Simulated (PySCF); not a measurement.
AsF: script and output

File input.py (PySCF 2.14):

```python
from pyscf import gto, dft
from pyscf.geomopt.geometric_solver import optimize

mol = gto.M(
    atom='As 0 0 0; F 0 0 1.88',
    basis='cc-pvdz-dk',
    charge=0,
    spin=2,
    symmetry=True,
    verbose=4,
)
mf = dft.ROKS(mol, xc='m06l')
mf = mf.sfx2c1e()
mf = mf.density_fit(auxbasis='def2-universal-jkfit')
mf.kernel()
g = mf.nuc_grad_method()
g.grid_response = True
mol_eq = optimize(g.as_scanner(), maxsteps=30)
print('optimised geometry (angstrom)')
print(mol_eq.tostring('raw'))
print('orbital energies (hartree):', mf.mo_energy[..., max(0, mol.nelec[1]-3):mol.nelec[0]+3].round(4))
```

```bash
$ OMP_NUM_THREADS=1 python input.py
```

It prints (some set-up lines and the per-cycle HOMO/LUMO lines with their warnings removed):

```
PySCF version 2.14.0

[INPUT] Symbol           X                Y                Z      unit          X                Y                Z       unit  Magmom
[INPUT]  1 As     0.000000000000   0.000000000000   0.000000000000 AA    0.000000000000   0.000000000000   0.000000000000 Bohr   0.0
[INPUT]  2 F      0.000000000000   0.000000000000   1.880000000000 AA    0.000000000000   0.000000000000   3.552685114182 Bohr   0.0

nuclear repulsion = 83.598740235766
point group symmetry = Coov
symmetry origin: [0.         0.         0.76128967]
symmetry axis x: [1. 0. 0.]
symmetry axis y: [0. 1. 0.]
symmetry axis z: [0. 0. 1.]
num. orbitals of irrep A1 = 17
num. orbitals of irrep E1x = 9
num. orbitals of irrep E1y = 9
num. orbitals of irrep E2x = 3
num. orbitals of irrep E2y = 3
number of shells = 11
number of NR pGTOs = 103
number of NR cGTOs = 41
basis = cc-pvdz-dk
ecp = {}

******** <class 'pyscf.df.df_jk.DFsfX2C1eSymAdaptedROKS'> ********
method = DFsfX2C1eSymAdaptedROKS
initial guess = minao
damping factor = 0
level_shift factor = 0
DIIS = <class 'pyscf.scf.diis.CDIIS'>
SCF conv_tol = 1e-09
SCF max_cycles = 50
num. doubly occ = 20  num. singly occ = 2
XC functionals = m06l

grids dens level: 3

******** <class 'pyscf.x2c.sfx2c1e.SpinFreeX2CHelper'> ********
approx = 1e
xuncontract = 1
Freeze 0 electrons in irreps []
    42 free electrons in irreps A1 E1x E1y E2x E2y
tot grids = 34688
init E= -2360.43346425065
cycle= 1 E= -2360.39321620093  delta_E= 0.0402  |g|= 0.665  |ddm|= 0.938
cycle= 2 E= -2357.67006907897  delta_E= 2.72  |g|= 2.78  |ddm|= 1.54
cycle= 3 E= -2360.30650083391  delta_E= -2.64  |g|= 0.455  |ddm|= 1.83
cycle= 4 E= -2360.48652214494  delta_E= -0.18  |g|= 0.0638  |ddm|= 1.23
cycle= 5 E= -2360.48693173288  delta_E= -0.00041  |g|= 0.0536  |ddm|= 0.0761
cycle= 6 E= -2360.48788508514  delta_E= -0.000953  |g|= 0.0201  |ddm|= 0.0323
cycle= 7 E= -2360.4879631241  delta_E= -7.8e-05  |g|= 0.00734  |ddm|= 0.00731
cycle= 8 E= -2360.48797564275  delta_E= -1.25e-05  |g|= 0.00179  |ddm|= 0.0029
cycle= 9 E= -2360.48797651486  delta_E= -8.72e-07  |g|= 0.000331  |ddm|= 0.00103
cycle= 10 E= -2360.48797653711  delta_E= -2.22e-08  |g|= 2.82e-05  |ddm|= 0.000146
cycle= 11 E= -2360.48797653724  delta_E= -1.36e-10  |g|= 5.59e-06  |ddm|= 1.2e-05
Extra cycle  E= -2360.48797653719  delta_E= 5.32e-11  |g|= 1.61e-05  |ddm|= 1.02e-05
converged SCF energy = -2360.48797653719
Create scanner for <class 'pyscf.df.grad.roks.Gradients'>
Create scanner for <class 'pyscf.df.df_jk.DFsfX2C1eSymAdaptedROKS'>
input.py

Current date and time:

#|     Arguments passed to driver run_optimizer():      |#
customengine              <pyscf.geomopt.geometric_solver.PySCFEngine object>
logIni                    <dir>
maxiter                   30
----------------------------------------------------------
Custom engine selected.
Bonds will be generated from interatomic distances less than 1.20 times sum of covalent radii
6 internal coordinates being used (instead of 6 Cartesians)
Internal coordinate system (atoms numbered from 1):
Distance 1-2
Translation-X 1-2
Translation-Y 1-2
Translation-Z 1-2
Rotation-A 1-2
Rotation-B 1-2
Rotation-C 1-2
<class 'geometric.internal.Distance'> : 1
<class 'geometric.internal.TranslationX'> : 1
<class 'geometric.internal.TranslationY'> : 1
<class 'geometric.internal.TranslationZ'> : 1
<class 'geometric.internal.RotationA'> : 1
<class 'geometric.internal.RotationB'> : 1
<class 'geometric.internal.RotationC'> : 1
> ===== Optimization Info: ====
> Job type: Energy minimization
> Maximum number of optimization cycles: 30
> Initial / maximum trust radius (Angstrom): 0.100 / 0.300
> Convergence Criteria:
> Will converge when all 5 criteria are reached:
>  |Delta-E| < 1.00e-06
>  RMS-Grad  < 3.00e-04
>  Max-Grad  < 4.50e-04
>  RMS-Disp  < 1.20e-03
>  Max-Disp  < 1.80e-03
> === End Optimization Info ===

Geometry optimization cycle 1
Cartesian coordinates (Angstrom)
 Atom        New coordinates             dX        dY        dZ
  As   0.000000   0.000000   0.000000    0.000000  0.000000  0.000000
   F   0.000000   0.000000   1.880000    0.000000  0.000000 -0.000000

WARN: Mole.unit (angstrom) is changed to Bohr

New geometry
   1 As     0.000000000000   0.000000000000   0.000000000000 AA    0.000000000000   0.000000000000   0.000000000000 Bohr
   2 F      0.000000000000   0.000000000000   1.880000000000 AA    0.000000000000   0.000000000000   3.552685114182 Bohr

******** <class 'pyscf.scf.hf.DFsfX2C1eSymAdaptedROKS_Scanner'> ********
method = DFsfX2C1eSymAdaptedROKS_Scanner
initial guess = minao
damping factor = 0
level_shift factor = 0
DIIS = <class 'pyscf.scf.diis.CDIIS'>
SCF conv_tol = 1e-09
SCF max_cycles = 50
num. doubly occ = 20  num. singly occ = 2
XC functionals = m06l

grids dens level: 3

******** <class 'pyscf.x2c.sfx2c1e.SpinFreeX2CHelper'> ********
approx = 1e
xuncontract = 1
Freeze 0 electrons in irreps []
    42 free electrons in irreps A1 E1x E1y E2x E2y
tot grids = 34688
init E= -2360.487976537
cycle= 1 E= -2360.48797653655  delta_E= 4.51e-10  |g|= 4.76e-05  |ddm|= 2.95e-05
cycle= 2 E= -2360.4879765325  delta_E= 4.05e-09  |g|= 0.000143  |ddm|= 8.81e-05
cycle= 3 E= -2360.48797653706  delta_E= -4.56e-09  |g|= 2.38e-06  |ddm|= 6.59e-05
cycle= 4 E= -2360.48797653706  delta_E=    0  |g|= 2.39e-06  |ddm|= 4.85e-08
Extra cycle  E= -2360.48797653706  delta_E= -9.09e-13  |g|= 2.35e-06  |ddm|= 4.84e-07
converged SCF energy = -2360.48797653706

******** <class 'pyscf.grad.rhf.Gradients_Scanner'> for <class 'pyscf.scf.hf.DFsfX2C1eSymAdaptedROKS_Scanner'> ********
unit = Eh/Bohr
grid_response = True
--------------- DFsfX2C1eSymAdaptedROKS_Scanner gradients ---------------
         x                y                z
0 As     0.0000000000     0.0000000000    -0.0369511413
1 F     0.0000000000     0.0000000000     0.0369511413
----------------------------------------------
cycle 1: E = -2360.48797654  dE = -2360.49  norm(grad) = 0.0522568
Step    0 : Gradient = 3.695e-02/3.695e-02 (rms/max) Energy = -2360.4879765371
Hessian Eigenvalues: 5.00000e-02 5.00000e-02 5.00000e-02 ... 5.00000e-02 5.00000e-02 2.07072e-01

Geometry optimization cycle 2
Cartesian coordinates (Angstrom)
 Atom        New coordinates             dX        dY        dZ
  As   0.000000   0.000000   0.047215    0.000000  0.000000  0.047215
   F   0.000000   0.000000   1.832785    0.000000  0.000000 -0.047215
New geometry
   1 As     0.000000000000   0.000000000000   0.047214745944 AA    0.000000000000   0.000000000000   0.089222938874 Bohr
   2 F      0.000000000000   0.000000000000   1.832785254057 AA    0.000000000000   0.000000000000   3.463462175308 Bohr

******** <class 'pyscf.scf.hf.DFsfX2C1eSymAdaptedROKS_Scanner'> ********
method = DFsfX2C1eSymAdaptedROKS_Scanner
initial guess = minao
damping factor = 0
level_shift factor = 0
DIIS = <class 'pyscf.scf.diis.CDIIS'>
SCF conv_tol = 1e-09
SCF max_cycles = 50
num. doubly occ = 20  num. singly occ = 2
XC functionals = m06l

grids dens level: 3

******** <class 'pyscf.x2c.sfx2c1e.SpinFreeX2CHelper'> ********
approx = 1e
xuncontract = 1
Freeze 0 electrons in irreps []
    42 free electrons in irreps A1 E1x E1y E2x E2y
tot grids = 34688
init E= -2360.52500330596
cycle= 1 E= -2360.49057786941  delta_E= 0.0344  |g|= 0.0576  |ddm|= 0.0851
cycle= 2 E= -2360.48766825431  delta_E= 0.00291  |g|= 0.13  |ddm|= 0.0974
cycle= 3 E= -2360.49157443377  delta_E= -0.00391  |g|= 0.0148  |ddm|= 0.0625
cycle= 4 E= -2360.49163582598  delta_E= -6.14e-05  |g|= 0.00136  |ddm|= 0.01
cycle= 5 E= -2360.49163622502  delta_E= -3.99e-07  |g|= 0.000183  |ddm|= 0.000689
cycle= 6 E= -2360.49163623231  delta_E= -7.29e-09  |g|= 2.29e-05  |ddm|= 0.00012
cycle= 7 E= -2360.49163623247  delta_E= -1.66e-10  |g|= 8.18e-06  |ddm|= 2.26e-05
Extra cycle  E= -2360.49163623238  delta_E= 8.87e-11  |g|= 2.18e-05  |ddm|= 1.47e-05
converged SCF energy = -2360.49163623238

******** <class 'pyscf.grad.rhf.Gradients_Scanner'> for <class 'pyscf.scf.hf.DFsfX2C1eSymAdaptedROKS_Scanner'> ********
unit = Eh/Bohr
grid_response = True
--------------- DFsfX2C1eSymAdaptedROKS_Scanner gradients ---------------
         x                y                z
0 As     0.0000000000     0.0000000000    -0.0010448809
1 F     0.0000000000     0.0000000000     0.0010448809
----------------------------------------------
cycle 2: E = -2360.49163623  dE = -0.0036597  norm(grad) = 0.00147768
Step    1 : Displace = 4.721e-02/4.721e-02 (rms/max) Trust = 1.000e-01 (=) Grad = 1.045e-03/1.045e-03 (rms/max) E (change) = -2360.4916362324 (-3.660e-03) Quality = 1.110
Hessian Eigenvalues: 5.00000e-02 5.00000e-02 5.00000e-02 ... 5.00000e-02 5.00000e-02 2.01217e-01

Geometry optimization cycle 3
Cartesian coordinates (Angstrom)
 Atom        New coordinates             dX        dY        dZ
  As   0.000000   0.000000   0.048589    0.000000  0.000000  0.001374
   F   0.000000   0.000000   1.831411    0.000000  0.000000 -0.001374
New geometry
   1 As     0.000000000000   0.000000000000   0.048588706486 AA    0.000000000000   0.000000000000   0.091819348006 Bohr
   2 F      0.000000000000   0.000000000000   1.831411293514 AA    0.000000000000   0.000000000000   3.460865766177 Bohr

******** <class 'pyscf.scf.hf.DFsfX2C1eSymAdaptedROKS_Scanner'> ********
method = DFsfX2C1eSymAdaptedROKS_Scanner
initial guess = minao
damping factor = 0
level_shift factor = 0
DIIS = <class 'pyscf.scf.diis.CDIIS'>
SCF conv_tol = 1e-09
SCF max_cycles = 50
num. doubly occ = 20  num. singly occ = 2
XC functionals = m06l

grids dens level: 3

******** <class 'pyscf.x2c.sfx2c1e.SpinFreeX2CHelper'> ********
approx = 1e
xuncontract = 1
Freeze 0 electrons in irreps []
    42 free electrons in irreps A1 E1x E1y E2x E2y
tot grids = 34688
init E= -2360.49259008197
cycle= 1 E= -2360.49163720137  delta_E= 0.000953  |g|= 0.00174  |ddm|= 0.00259
cycle= 2 E= -2360.49163408013  delta_E= 3.12e-06  |g|= 0.00416  |ddm|= 0.00306
cycle= 3 E= -2360.49163812251  delta_E= -4.04e-06  |g|= 0.000441  |ddm|= 0.00199
cycle= 4 E= -2360.49163817948  delta_E= -5.7e-08  |g|= 2.96e-05  |ddm|= 0.000302
cycle= 5 E= -2360.49163817967  delta_E= -1.88e-10  |g|= 5.57e-06  |ddm|= 1.63e-05
Extra cycle  E= -2360.49163817965  delta_E= 2.18e-11  |g|= 1.15e-05  |ddm|= 7.56e-06
converged SCF energy = -2360.49163817965

******** <class 'pyscf.grad.rhf.Gradients_Scanner'> for <class 'pyscf.scf.hf.DFsfX2C1eSymAdaptedROKS_Scanner'> ********
unit = Eh/Bohr
grid_response = True
--------------- DFsfX2C1eSymAdaptedROKS_Scanner gradients ---------------
         x                y                z
0 As     0.0000000000     0.0000000000     0.0002973747
1 F     0.0000000000     0.0000000000    -0.0002973747
----------------------------------------------
cycle 3: E = -2360.49163818  dE = -1.94726e-06  norm(grad) = 0.000420551
Step    2 : Displace = 1.374e-03/1.374e-03 (rms/max) Trust = 1.414e-01 (+) Grad = 2.974e-04/2.974e-04 (rms/max) E (change) = -2360.4916381796 (-1.947e-06) Quality = 0.718
Hessian Eigenvalues: 5.00000e-02 5.00000e-02 5.00000e-02 ... 5.00000e-02 5.00000e-02 2.58483e-01

Geometry optimization cycle 4
Cartesian coordinates (Angstrom)
 Atom        New coordinates             dX        dY        dZ
  As   0.000000   0.000000   0.048284    0.000000  0.000000 -0.000304
   F   0.000000   0.000000   1.831716    0.000000  0.000000  0.000304
New geometry
   1 As     0.000000000000   0.000000000000   0.048284307580 AA    0.000000000000   0.000000000000   0.091244117440 Bohr
   2 F      0.000000000000   0.000000000000   1.831715692420 AA    0.000000000000   0.000000000000   3.461440996742 Bohr

******** <class 'pyscf.scf.hf.DFsfX2C1eSymAdaptedROKS_Scanner'> ********
method = DFsfX2C1eSymAdaptedROKS_Scanner
initial guess = minao
damping factor = 0
level_shift factor = 0
DIIS = <class 'pyscf.scf.diis.CDIIS'>
SCF conv_tol = 1e-09
SCF max_cycles = 50
num. doubly occ = 20  num. singly occ = 2
XC functionals = m06l

grids dens level: 3

******** <class 'pyscf.x2c.sfx2c1e.SpinFreeX2CHelper'> ********
approx = 1e
xuncontract = 1
Freeze 0 electrons in irreps []
    42 free electrons in irreps A1 E1x E1y E2x E2y
tot grids = 34688
init E= -2360.49142797398
cycle= 1 E= -2360.49163829843  delta_E= -0.00021  |g|= 0.000397  |ddm|= 0.000577
cycle= 2 E= -2360.49163812944  delta_E= 1.69e-07  |g|= 0.000964  |ddm|= 0.000702
cycle= 3 E= -2360.49163834619  delta_E= -2.17e-07  |g|= 9.69e-05  |ddm|= 0.000459
cycle= 4 E= -2360.491638349  delta_E= -2.81e-09  |g|= 6.4e-06  |ddm|= 6.71e-05
cycle= 5 E= -2360.49163834901  delta_E= -1.09e-11  |g|= 3.96e-06  |ddm|= 3.8e-06
Extra cycle  E= -2360.49163834901  delta_E=    0  |g|= 3.72e-06  |ddm|= 1.54e-06
converged SCF energy = -2360.49163834901

******** <class 'pyscf.grad.rhf.Gradients_Scanner'> for <class 'pyscf.scf.hf.DFsfX2C1eSymAdaptedROKS_Scanner'> ********
unit = Eh/Bohr
grid_response = True
--------------- DFsfX2C1eSymAdaptedROKS_Scanner gradients ---------------
         x                y                z
0 As     0.0000000000     0.0000000000    -0.0000019442
1 F     0.0000000000     0.0000000000     0.0000019442
----------------------------------------------
cycle 4: E = -2360.49163835  dE = -1.69366e-07  norm(grad) = 2.74956e-06
Step    3 : Displace = 3.044e-04/3.044e-04 (rms/max) Trust = 1.414e-01 (=) Grad = 1.944e-06/1.944e-06 (rms/max) E (change) = -2360.4916383490 (-1.694e-07) Quality = 0.990
Hessian Eigenvalues: 5.00000e-02 5.00000e-02 5.00000e-02 ... 5.00000e-02 5.00000e-02 2.58483e-01
Converged! =D

    #| If this code has benefited your research, please support us by citing: |#
    #| Wang, L.-P.; Song, C.C. (2016) "Geometry optimization made simple with |#
    #| translation and rotation coordinates", J. Chem, Phys. 144, 214108.     |#
    #|                                     |#
optimised geometry (angstrom)
As          0.00000000        0.00000000        0.04828431
F           0.00000000        0.00000000        1.83171569
orbital energies (hartree): [-0.3658 -0.3404 -0.3404 -0.1769 -0.1769 -0.067   0.2673  0.3747]
```

In short: E(SCF) = -2360.487977 Eh, 11 cycles, all at the start geometry; optimised bond 1.783 Å with E = -2360.491638 Eh after 4 steps.

Hardware: Arm Neoverse V2, 1 thread, shared host. Wall time 17 s, peak memory 0.25 GiB.

The last line lists the levels of the start geometry. No search for the lowest solution was made.
